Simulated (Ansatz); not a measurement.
Mulliken charges of H5SeSi2, SMILES `[SiH2][Se][SiH3]` radical from r2SCAN/def2-TZVPP in Ansatz (PBE0-D4/def2-TZVP geometry).

```json
{"atom": "Si1", "x (Å)": "-0.932", "y (Å)": "0.330", "z (Å)": "-1.621", "charge (e)": "0.159"}
{"atom": "Se2", "x (Å)": "-1.375", "y (Å)": "-0.385", "z (Å)": "0.487", "charge (e)": "-0.190"}
{"atom": "Si3", "x (Å)": "0.816", "y (Å)": "-0.530", "z (Å)": "1.111", "charge (e)": "0.278"}
{"atom": "H4", "x (Å)": "-2.238", "y (Å)": "0.720", "z (Å)": "-2.219", "charge (e)": "-0.049"}
{"atom": "H5", "x (Å)": "-0.002", "y (Å)": "1.497", "z (Å)": "-1.599", "charge (e)": "-0.045"}
{"atom": "H6", "x (Å)": "1.509", "y (Å)": "-1.606", "z (Å)": "0.360", "charge (e)": "-0.050"}
{"atom": "H7", "x (Å)": "0.809", "y (Å)": "-0.844", "z (Å)": "2.559", "charge (e)": "-0.054"}
{"atom": "H8", "x (Å)": "1.506", "y (Å)": "0.762", "z (Å)": "0.867", "charge (e)": "-0.049"}
```

Problem. By hand: the dipole of these point charges (1 e Å = 4.8032 D).

Solution. Σ q r = (0.257, -0.036, -0.059) e Å, of length 0.266 e Å = 1.28 D.

Problem. How does the dipole of the full density compare? (Estimate.)

Solution. The calculation gave: (0.159, 0.016, -0.012) e Å, 0.77 D; the point charges give 1.66 times that, at 16° from its direction.

Point charges leave out the atoms' own dipoles, such as those of lone pairs, and Mulliken's split depends on the basis, so the two needn't agree.
